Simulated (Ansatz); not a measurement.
Basis-set series for FH5SSi2, SMILES `F[SiH2][SiH2]S`. Charge 0, multiplicity 1. All single points use the PBE0-D4/def2-TZVP geometry. It is one conformer, not always the lowest.

```json
{"functional": "PBE0-D4", "basis": "def2-SVP", "functions": "93", "energy (Eh)": "-1079.23368", "HOMO (eV)": "-7.32", "LUMO (eV)": "-0.73"}
{"functional": "PBE0-D4", "basis": "def2-TZVPP", "functions": "227", "energy (Eh)": "-1079.71122", "HOMO (eV)": "-7.43", "LUMO (eV)": "-1.02"}
{"functional": "ωB97M-V", "basis": "def2-SVP", "functions": "93", "energy (Eh)": "-1079.60396", "HOMO (eV)": "-9.39", "LUMO (eV)": "1.19"}
{"functional": "ωB97M-V", "basis": "def2-TZVPP", "functions": "227", "energy (Eh)": "-1080.08486", "HOMO (eV)": "-9.54", "LUMO (eV)": "0.76"}
```

**Question.** Give the rows for def2-QZVPP. (An estimate is asked.)

**Answer.** Computed: 
| functional | basis | functions | energy (Eh) | HOMO (eV) | LUMO (eV) |
| --- | --- | --- | --- | --- | --- |
| PBE0-D4 | def2-QZVPP | 417 | -1079.74896 | -7.45 | -1.11 |
| ωB97M-V | def2-QZVPP | 417 | -1080.12045 | -9.56 | 0.53 |

Positive LUMOs are unbound and depend on the basis.
